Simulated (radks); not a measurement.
The numbers below are computed, except where a source is named.
Question: Ag VIII, 40 electrons, occupied as [Kr] 4d4. Level of theory: Dirac Kohn-Sham, LB94 model potential, spin-unpolarised, spherical densities, finite nucleus; open shells fill j = l - 1/2 first; Fermi nuclear charge, rms radius 4.5454 fm (a radial shooting solver on a logarithmic mesh with Libxc functionals). Some entries of the table are withheld. Estimate them.

| orbital | occ. | eigenvalue (eV) | <r> (bohr) |
|---|---|---|---|
| 1s1/2 | 2 | -25576.88 | 0.03106 |
| 2s1/2 | 2 | -3892.300 | 0.1342 |
| 2p1/2 | 2 | (1) | (2) |
| 2p3/2 | 4 | (3) | (4) |
| 3s1/2 | 2 | -825.7466 | (5) |
| 3p1/2 | 2 | -721.1245 | 0.3591 |
| 3p3/2 | 4 | -689.9407 | 0.3699 |
| 3d3/2 | 4 | -504.1996 | 0.3416 |
| 3d5/2 | 6 | -497.8352 | 0.3451 |
| 4s1/2 | 2 | -219.9646 | 0.8806 |
| 4p1/2 | 2 | (6) | (7) |
| 4p3/2 | 4 | (8) | (9) |
| 4d3/2 | 4 | -125.4671 | 1.087 |
| 4d5/2 | 0 | -124.5624 | 1.095 |

Answer: 
(1) 2p1/2 eigenvalue (eV): -3631.885
(2) 2p1/2 <r> (bohr): 0.1137
(3) 2p3/2 eigenvalue (eV): -3454.475
(4) 2p3/2 <r> (bohr): 0.1188
(5) 3s1/2 <r> (bohr): 0.3678
(6) 4p1/2 eigenvalue (eV): -185.8290
(7) 4p1/2 <r> (bohr): 0.9271
(8) 4p3/2 eigenvalue (eV): -179.9672
(9) 4p3/2 <r> (bohr): 0.9526
